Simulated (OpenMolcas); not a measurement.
Multiconfigurational calculation on Mg I

Input:

```
&GATEWAY
Coord
1

Mg 0.0 0.0 0.0
Basis=ANO-R2
Group=XYZ
NoMove
AngMom=0.0 0.0 0.0
AMFI
&SEWARD
* reference wave functions (RASSCF and RASSI steps not shown): 2 electrons in 9 orbitals (RAS2 3s 3p; RAS3 3d, at most 2 electrons)
>>> COPY JOB002 $Project.JobIph
&CASPT2
Multistate=1 1
Frozen=0 0
IPEA=0.4
Sig2=0.5
MaxIter=60
WThr=0.0 0.3 0.05
PrWF=0.5
NoMix
>>> COPY JOB003 $Project.JobIph
&CASPT2
Multistate=3 1 2 3
NoMult
Frozen=0 0
IPEA=0.4
Sig2=0.5
MaxIter=60
WThr=0.0 0.3 0.05
PrWF=0.5
NoMix
```

Launched by
```bash
OMP_NUM_THREADS=1 MOLCAS_MEM=2252 MOLCAS_PROJECT=a pymolcas a.inp > a.log  # once for each step of the input, in one work folder
```

Output, cut to the results:

```
--- CASPT2 ---
Orbital specifications:
      -----------------------

      Symmetry species                           1   2
                                                ag  au
      Frozen orbitals                            0   0
      Inactive orbitals                          2   3
      Active orbitals                            6   3
      Secondary orbitals                        18  20
      Deleted orbitals                           0   0
      Number of basis functions                 26  26
Type of calculation                        SS-CASPT2
      Fock operator                              state-specific
      IPEA shift                                 0.40
      Real shift                                 0.00
      Imaginary shift                            0.00
      Sigma^2 regularizer                        0.50
      The input orbitals will be transformed to quasi-canonical
Reference energy:        -199.9358910992
      E2 (Non-variational):      -0.2992181085
      Shift correction:          -0.0001406852
      E2 (Variational):          -0.2993587937
      Total energy:            -200.2352498929
      Residual norm:              0.0000004739
      Reference weight:           0.97612
      Contributions to the CASPT2 correlation energy
      Active & Virtual Only:         -0.0086149648
      One Inactive Excited:          -0.0161806435
      Two Inactive Excited:          -0.2744225002
::    CASPT2 Root  1     Total energy:   -200.23524989
--- CASPT2 ---
Orbital specifications:
      -----------------------

      Symmetry species                           1   2
                                                ag  au
      Frozen orbitals                            0   0
      Inactive orbitals                          2   3
      Active orbitals                            6   3
      Secondary orbitals                        18  20
      Deleted orbitals                           0   0
      Number of basis functions                 26  26
Type of calculation                        SS-CASPT2
      Fock operator                              state-specific
      IPEA shift                                 0.40
      Real shift                                 0.00
      Imaginary shift                            0.00
      Sigma^2 regularizer                        0.50
      The input orbitals will be transformed to quasi-canonical
Reference energy:        -199.7855754692
      E2 (Non-variational):      -0.2875959633
      Shift correction:          -0.0000001043
      E2 (Variational):          -0.2875960677
      Total energy:            -200.0731715369
      Residual norm:              0.0000000516
      Reference weight:           0.98063
      Contributions to the CASPT2 correlation energy
      Active & Virtual Only:         -0.0003221770
      One Inactive Excited:          -0.0140473746
      Two Inactive Excited:          -0.2732264118
Reference energy:        -199.7855754692
      E2 (Non-variational):      -0.2875960234
      Shift correction:          -0.0000001043
      E2 (Variational):          -0.2875961278
      Total energy:            -200.0731715970
      Residual norm:              0.0000000516
      Reference weight:           0.98063
      Contributions to the CASPT2 correlation energy
      Active & Virtual Only:         -0.0003221768
      One Inactive Excited:          -0.0140474348
      Two Inactive Excited:          -0.2732264118
::    CASPT2 Root  1     Total energy:   -200.07317154
::    CASPT2 Root  2     Total energy:   -200.07317160
::    CASPT2 Root  3     Total energy:   -200.07317145
```

Levels above the lowest, from the spin-orbit matrix with the single-state CASPT2 energies, averaged by term, on its diagonal:

```tsv
Configuration	Term	J	E (eV)	Measured (eV)	g	Term weight %
3s²	¹S	0	0.0000	0.0000		100
3s 3p	³P°	0	4.402	2.7091		100
3s 3p	³P°	1	4.406	2.7116	1.501	100
3s 3p	³P°	2	4.414	2.7166	1.501	100
```

Against the 3 measured excited levels shown (NIST Handbook of Basic Atomic Spectroscopic Data) the mean absolute deviation is 14000 cm-1; the largest miss in energy is 3s 3p ³P°₂: computed 4.414, measured 2.7166 eV (+62.5 %).

Terms from blocks run as CI alone lack orbitals of their own. Active for correlation alone: 3d; no level in the range computed is led by a configuration that fills it, so any true level of that kind is missing. The ANO-R sets hold no well-fitted valence p shell for this element, so s → p excitations can come out far too high. Computed and measured levels are paired by configuration, term and J; levels that our copy of the source lacks, or whose pairing is in doubt (as where it misses far off the trend of its configuration), stay unpaired and out of the deviations. Only configurations of the active space appear. The first state left out of the spin-orbit step lies near 54000 cm-1 above the lowest spin-free state of the reference (among the parities and spins computed), and the list stops at four fifths of that energy or lower.

The CASPT2 steps took 1.8 s on 1 thread of Arm Neoverse V2, with other jobs on the host; the integral step is not counted.

The term weight is that of the spin-free term in the level, not the purity of its configuration. ° marks odd parity.
